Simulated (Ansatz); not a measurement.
System: GeCl$_{2}$, charge 0, singlet. GeCl2 (SMILES [Cl][Ge][Cl]).
B3LYP-D3(BJ)/def2-TZVP minimum from Ansatz (a quantum-chemistry and plane-wave program):
```
Ge
Cl 1 2.2046
Cl 1 2.2046 2 100.44
```

Total energies in def2-TZVPP, 18 correlated electrons, 24 frozen orbitals. UHF or UKS for unpaired electrons; spin-orbit terms are left out. Correlated methods leave the cores frozen (noble-gas shells, and filled d and f shells in the p block). No relativity.

```tsv
method	program	energy (Eh)	minus CCSDT(Q) (mEh)
HF	Ansatz	-2994.48189	529.51
MP2	Ansatz	-2994.94780	63.60
CCSD	Ansatz	-2994.98550	25.91
CCSD(T)	Ansatz	-2995.00884	2.56
CCSDT(Q)	Ansatz	-2995.01140	0.00
```

Rough core times of Ansatz's runs on a shared machine: CCSD(T) under 20 s, CCSDT(Q) 20 min.
